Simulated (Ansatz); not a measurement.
One change: `N=C([SiH3])S` becomes `N=C(S)[SiH2]O`.

Ansatz, PBE0-D4/def2-TZVP geometries, multiplicity 1. Each molecule was computed in one conformer, which needn't be the lowest.

| property | `N=C([SiH3])S` |
| --- | --- |
| size of the dipole moment (B3LYP/def2-TZVPP) / D | 1.53 |
| HOMO–LUMO gap (B3LYP/def2-TZVPP) / eV | 6.16 |
| size of the dipole moment (PBE/def2-TZVPP) / D | 1.45 |
| HOMO–LUMO gap (PBE0/def2-TZVPP) / eV | 6.60 |
| HOMO energy (ωB97M-V/def2-TZVPP) / eV | -9.69 |
| HOMO energy (PBE/def2-TZVPP) / eV | -6.25 |

(1) What does the change do to each property? (Estimate.)

## Answers

(1) Computed: 
```
                                        property  `N=C(S)[SiH2]O`  shift
size of the dipole moment (B3LYP/def2-TZVPP) / D             1.99   0.46
           HOMO–LUMO gap (B3LYP/def2-TZVPP) / eV             6.23   0.07
  size of the dipole moment (PBE/def2-TZVPP) / D             1.90   0.45
            HOMO–LUMO gap (PBE0/def2-TZVPP) / eV             6.67   0.07
           HOMO energy (ωB97M-V/def2-TZVPP) / eV            -9.87  -0.18
               HOMO energy (PBE/def2-TZVPP) / eV            -6.54  -0.29
```

With PBE0 the HOMO falls by 0.18 eV and the LUMO falls by 0.10 eV, so the gap widens by about 0.08 eV. PBE moves the HOMO by -0.29 eV and ωB97M-V by -0.18 eV. Dipoles are sizes alone; their direction can turn.

B3LYP here is the variant with VWN-RPA as its local correlation; programs differ in this.
